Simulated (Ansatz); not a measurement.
# BH3LiNSi: which of two structures lies lower

Structure I: `[Li][Si@@H]1BN1`, a singlet. Structure II: a singlet given by its coordinates. Both are isolated molecules in the gas phase, relaxed with B3LYP-D3(BJ)/def2-SVP.

I (Å):

```xyz
7

B    -1.5603   -1.3398   -0.4469
Li    2.2496   -0.3643   -0.9049
N    -1.3457   -0.7296   -1.6478
Si   -0.1206    0.0394   -0.5055
H    -0.6833    1.3932   -0.1065
H    -2.3113   -2.1737   -0.0124
H    -1.7419   -0.7197   -2.5829
```

II (Å):

```
atom    x (Å)    y (Å)    z (Å)
   B  -1.3074  -1.8361   0.6461
  Li  -2.1506   0.4757   1.5452
   N  -1.0018  -0.6559   0.3266
  Si  -0.5963   1.0954  -0.0966
   H  -1.6094  -2.9338   0.9620
   H   0.9090   1.0770   0.0155
   H  -0.7923   1.0821  -1.5934
```

Close contacts (Å): B1–Li2 2.62, B1–N3 1.26, Li2–N3 2.02, Li2–Si4 2.34, N3–Si4 1.85, B1–H5 1.18, Si4–H6 1.51, Si4–H7 1.51.

Question: Which of the two would you expect CCSD(T)/def2-TZVPP electronic energies to favour?

Answer: Structure II; the calculation gives E(II) − E(I) = −21.0 kcal/mol.

The same difference at several levels:

```json
{"level": "B3LYP-D3(BJ)/def2-SVP", "geometry": "B3LYP-D3(BJ)/def2-SVP", "E(II) − E(I) (kcal/mol)": "−23.8", "departure from the last row (kcal/mol)": "−2.9", "job, with rough time for the two": "optimisation, 18 s"}
{"level": "HF/def2-TZVPP", "geometry": "B3LYP-D3(BJ)/def2-SVP", "E(II) − E(I) (kcal/mol)": "−24.4", "departure from the last row (kcal/mol)": "−3.4", "job, with rough time for the two": "part of the CCSD(T) run"}
{"level": "MP2/def2-TZVPP", "geometry": "B3LYP-D3(BJ)/def2-SVP", "E(II) − E(I) (kcal/mol)": "−22.1", "departure from the last row (kcal/mol)": "−1.1", "job, with rough time for the two": "part of the CCSD(T) run"}
{"level": "CCSD(T)/def2-TZVPP", "geometry": "B3LYP-D3(BJ)/def2-SVP", "E(II) − E(I) (kcal/mol)": "−21.0", "departure from the last row (kcal/mol)": "", "job, with rough time for the two": "single point, 42 s"}
```

None of the levels shown reverses the order. The largest departure from CCSD(T)/def2-TZVPP is that of HF/def2-TZVPP, 3.4 kcal/mol. Levels run at GFN2-xTB geometries aren't shown.

With harmonic frequencies from B3LYP-D3(BJ)/def2-SVP (ideal gas, rigid rotor, one conformer each, 298.15 K, 1 atm): on the last row, ΔE + ΔZPE = −22.7, ΔH = −22.6, ΔG = −22.5 kcal/mol.

The correlated steps freeze 7 core orbitals; the last core shell of Li is correlated, in a basis made for valence electrons. Mirror images aren't counted in ΔG. Codes used: Ansatz 0.2.0; the last row on 2 threads of Arm Neoverse V2 on a shared host.
